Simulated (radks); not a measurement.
Cd IV, configuration [Kr] 4d6.5 5s1.5 5p1 (fractional occupations, a model configuration). Method: scalar-relativistic Kohn-Sham, PBE, spin-unpolarised, spherical densities, finite nucleus; Fermi nuclear charge, rms radius 4.6087 fm; computed with a radial shooting solver on a logarithmic mesh with Libxc functionals.

Unscreened Slater integrals over Kohn-Sham orbitals (hartree).

\begin{tabular}{lr}
integral & value \\ \hline
F0(5p,5p) & 0.36696 \\
F2(5p,5p) & 0.20012 \\
F0(5p,5s) & 0.39114 \\
G1(5p,5s) & 0.26148 \\
F0(5p,4d) & 0.45213 \\
F2(5p,4d) & 0.13839 \\
G1(5p,4d) & 0.048263 \\
G3(5p,4d) & 0.044181 \\
F0(5p,4p) & 0.46237 \\
F2(5p,4p) & 0.11625 \\
G0(5p,4p) & 0.023650 \\
G2(5p,4p) & 0.030664 \\
F0(5s,5s) & 0.42299 \\
F0(5s,4d) & 0.50977 \\
G2(5s,4d) & 0.074688 \\
F0(5s,4p) & 0.52377 \\
G1(5s,4p) & 0.039859 \\
F0(4d,4d) & 0.80466 \\
F2(4d,4d) & 0.40814 \\
F4(4d,4d) & 0.27014 \\
F0(4d,4p) & 0.87342 \\
F2(4d,4p) & 0.44179 \\
G1(4d,4p) & 0.56014 \\
G3(4d,4p) & 0.34591 \\
F0(4p,4p) & 0.96359 \\
F2(4p,4p) & 0.50729 \\
\end{tabular}

Derived for the open shells (J is the average intra-shell exchange parameter used in DFT+U). 4d: Racah B = F2/49 - 5 F4/441 = 0.005267 hartree, C = 35 F4/441 = 0.02144 hartree, C/B = 4.07, F4/F2 = 0.662, J = (F2 + F4)/14 = 0.04845 hartree. 5p: J = F2/5 = 0.04002 hartree.
